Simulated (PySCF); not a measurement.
B3LYP has the VWN-RPA correlation part, as in Gaussian. Excitations are Tamm–Dancoff values on a coarser integration grid. The basis has no diffuse functions, so Rydberg states are missing or too high.

Z-matrix (Å, degrees):
```
Ga
C 1 1.9888
H 2 1.0908 1 111.88
H 2 1.0910 3 109.07 1 124.13
H 2 1.0945 3 107.40 4 115.97
C 1 1.9891 2 120.17 3 -28.56
H 6 1.0906 1 111.98 2 26.06
H 6 1.0911 7 109.05 1 -124.03
H 6 1.0945 7 107.49 8 -115.91
C 1 1.9892 2 120.07 3 154.15
H 10 1.0906 1 111.99 2 -26.03
H 10 1.0911 11 109.04 1 124.02
H 10 1.0944 11 107.49 12 115.91
```
Charge 0, multiplicity 1.

Question: Predict the S1–T1 gap (TDA), total energy, HOMO–LUMO gap, S1 excitation (TDA) and dipole moment from B3LYP-D3(BJ)/def2-TZVP (PySCF).

Answer: 
The S1–T1 gap (TDA) comes out as 0.30 eV and the total energy is -55639.54 eV. The HOMO–LUMO gap comes out as 6.33 eV, the S1 excitation (TDA) is 5.17 eV and the dipole moment is 0.03 D.
